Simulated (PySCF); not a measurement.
Basis and Hamiltonian dependence of the ionisation energy of Ti²⁺

Ti²⁺ [Ar] 3d2 (3F) → Ti³⁺ [Ar] 3d1 (2D). Calculated with PySCF 2.14 from differences of total energies of unrestricted determinants, without spin-orbit coupling. Values in eV.

```
                                                               basis       Hamiltonian  functions     UHF     LDA    PBE0  MP2 (valence)  CCSD(T) (valence)  CCSD(T) (valence and next inner shell)
                                                              6-31G*  non-relativistic         34  26.941     n/a     n/a         27.029                n/a                                     n/a
                                                          x2c-SVPall     spin-free X2C         36  27.004     n/a     n/a         27.070                n/a                                     n/a
                                                          cc-pVDZ-DK     spin-free X2C         43  26.919     n/a  28.272         26.993                n/a                                     n/a
                                                       jorge-DZP-DKH     spin-free X2C         43  26.616     n/a     n/a         26.682                n/a                                     n/a
                                                           def2-TZVP  non-relativistic         45  26.731  28.169     n/a         26.824                n/a                                     n/a
                                                        ANO-RCC-VTZP     spin-free X2C         59  26.647  28.022  27.848         26.769             26.800                                  27.176
                                                        x2c-TZVPPall     spin-free X2C         64  26.588  28.003  27.812         26.705             26.739                                  27.093
                                                       jorge-TZP-DKH     spin-free X2C         65  26.645     n/a     n/a            n/a                n/a                                  27.071
                                                          cc-pVTZ-DK     spin-free X2C         68  26.603  28.028  27.826         26.725                n/a                                     n/a
                                                         def2-QZVPPD  non-relativistic         93  26.791  28.230  28.024         26.923             26.959                                  27.372
                                                      aug-cc-pVTZ-DK     spin-free X2C         93  26.603  28.028  27.827         26.725             26.761                                     n/a
                                                        x2c-QZVPPall     spin-free X2C         96  26.625  28.070  27.863         26.757             26.793                                  27.208
x2c-QZVPPall with one added diffuse shell each of s, p, d, f, g type     spin-free X2C        121  26.625  28.069  27.863         26.757                n/a                                     n/a
                                                       aug-cc-pwCVTZ  non-relativistic        127  26.775  28.182  27.984         26.915                n/a                                     n/a
```

Frozen in the all-electron rows: valence: [Ar]; valence and next inner shell: [Ne].

At UHF, x2c-SVPall lies more than 0.3 eV from the median of the rows with comparable relativity. Sets contracted for the neutral atom can be stiff in a shell that they treat as core.

Non-relativistic rows lack the scalar-relativistic shift.

Between the lowest levels the reference is 27.492 eV (measured; NIST Atomic Spectra Database, ionization energies); it includes spin-orbit coupling, which these numbers lack.
